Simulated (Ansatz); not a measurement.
Harmonic frequencies (cm⁻¹) at PBE0-D4/def2-TZVP from Ansatz: 65, 109, 121, 193, 313, 470, 491, 543, 632, 677, 706, 725, 727, 969, 1024, 1069, 1352, 1418, 1459, 1469, 1731, 1950, 1983, 1996, 3074, 3145, 3189.

**Question.** Which molecule is it?
A. `[CH3][Sn]([CH3])([Cl])[Cl]`
B. `CC(=O)[O][SnH3]`
C. `[SH][Sn]([SH])([SH])[SH]`
D. `C[O][Sn][O]C`

**Answer.** B.
